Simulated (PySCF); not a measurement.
Bi(OH)3 at several levels of theory

Computed with PySCF 2.14.0 (density fitting, no spin-orbit coupling) at the geometry relaxed with PBE0:

```xyz
7
Bi(OH)3 (singlet)
Bi    0.0000    0.0000   -0.1761
O     1.7575   -0.2084    0.9299
H     1.7459    0.4568    1.6328
O    -0.6983    1.6262    0.9299
H    -1.2685    1.2836    1.6328
O    -1.0592   -1.4178    0.9299
H    -0.4774   -1.7404    1.6328
```

```tsv
level	basis	state	HOMO (eV)	gap (eV)	charge on Bi1 (e)	dipole about the centre of mass (D)	largest force component (eV/Å)
PBE0	Bi def2-SVP with ECP60, O def2-SVP, H def2-SVP	singlet	-7.79	7.13	1.09	0.88	0.01
PBE0	Bi def2-TZVP with ECP60, O def2-TZVP, H def2-TZVP	singlet	-8.14	7.16	1.14	1.08	0.97
```

Charges are Mulliken's, which hang on the basis. The relaxation used the grid (50, 194), these runs (75, 302) or, all-electron (x2c bases, spin-free X2C Hamiltonian), (99, 590).

Q: A further run in the first row's basis gives HOMO (eV) -6.29, gap (eV) 4.83, charge on Bi1 (e) 0.94, dipole about the centre of mass (D) 0.57, largest force component (eV/Å) 0.78. Which level was it?
A. wB97X
B. BP86

A: B. The others give HOMO -10.09 eV (wB97X).

In the first row's basis the gap widens with exact exchange: 4.8 eV for BP86 (none); 7.1 eV for PBE0 (a fixed share); 11.4 eV for wB97X (rising or full at long range).
